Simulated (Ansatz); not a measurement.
SnH3(nBu) (C₄H₁₂Sn). The state is a singlet with charge 0. Geometry PBE-D4/def2-SVP.

```xyz
17

Sn   -1.4967    0.7348   -2.3504
H    -0.8836    1.7077   -3.6450
H    -2.1392   -0.7337   -3.0077
H    -2.7789    1.5931   -1.5631
C     0.0790    0.2722   -0.9148
C    -0.3955   -0.5940    0.2575
C     0.7148   -0.9719    1.2548
C     1.3219    0.2129    2.0090
H     0.8915   -0.2325   -1.4803
H     0.4867    1.2452   -0.5703
H    -1.2096   -0.0701    0.8084
H    -0.8528   -1.5299   -0.1323
H     0.2979   -1.6974    1.9871
H     1.5168   -1.5200    0.7108
H     2.0845   -0.1211    2.7412
H     1.8189    0.9311    1.3249
H     0.5443    0.7736    2.5700
```

In the def2 sets Sn takes a core potential; there is no spin–orbit coupling.

Estimate the orbital energies around the gap (eV) in Ansatz with PBE-D4/def2-SVP, BLYP-D4/def2-TZVP, r2SCAN-D4/def2-TZVP, PBE0-D4/def2-TZVP, PBE0-D4/def2-TZVPD.


```
orbital  PBE-D4/def2-SVP  BLYP-D4/def2-TZVP  r2SCAN-D4/def2-TZVP  PBE0-D4/def2-TZVP  PBE0-D4/def2-TZVPD
HOMO−13           -15.43             -15.48               -16.46             -17.85              -17.85
HOMO−12           -13.68             -13.74               -14.58             -15.90              -15.90
HOMO−11           -12.28             -12.21               -12.78             -13.95              -13.96
HOMO−10           -11.16             -11.12               -11.69             -12.91              -12.91
 HOMO−9           -10.67             -10.64               -11.18             -12.37              -12.37
 HOMO−8           -10.09             -10.04               -10.56             -11.72              -11.72
 HOMO−7            -9.43              -9.38                -9.84             -10.99              -10.99
 HOMO−6            -8.78              -8.76                -9.18             -10.29              -10.30
 HOMO−5            -8.43              -8.41                -8.83              -9.91               -9.92
 HOMO−4            -7.81              -7.82                -8.19              -9.25               -9.26
 HOMO−3            -7.74              -7.77                -8.12              -9.19               -9.20
 HOMO−2            -7.47              -7.44                -7.85              -8.76               -8.77
 HOMO−1            -7.43              -7.42                -7.82              -8.74               -8.74
   HOMO            -6.57              -6.48                -6.82              -7.73               -7.74
   LUMO            -0.14              -0.47                -0.08               0.26               -0.01
 LUMO+1             0.27              -0.09                 0.27               0.81                0.14
 LUMO+2             0.60               0.39                 0.75               1.06                0.69
 LUMO+3             0.68               0.48                 0.86               1.12                0.75
 LUMO+4             1.28               0.74                 1.47               1.53                0.82
 LUMO+5             1.72               1.10                 1.79               1.91                0.95
```
